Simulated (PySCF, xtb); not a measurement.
HfCl3, SMILES [Cl][Hf+]([Cl])[Cl], charge +1, multiplicity 1.

GFN2-xTB (xtb) at its own geometry gives an orbital gap of 2.70 eV.

Coordinates come from a B3LYP-D3(BJ)/def2-SVP optimisation. The spin state was assumed, not searched. The isomer is the one that the SMILES or the coordinates give; other isomers of the formula were not compared. The def2 effective core potentials stand for the cores of Hf; spin–orbit coupling is left out.

### Question
What does PBE0/def2-TZVPD (PySCF) give? (Estimate from the structure and the level; the computed values follow.)

### Answer
gap 5.52 eV (levels -14.49 and -8.97 eV).
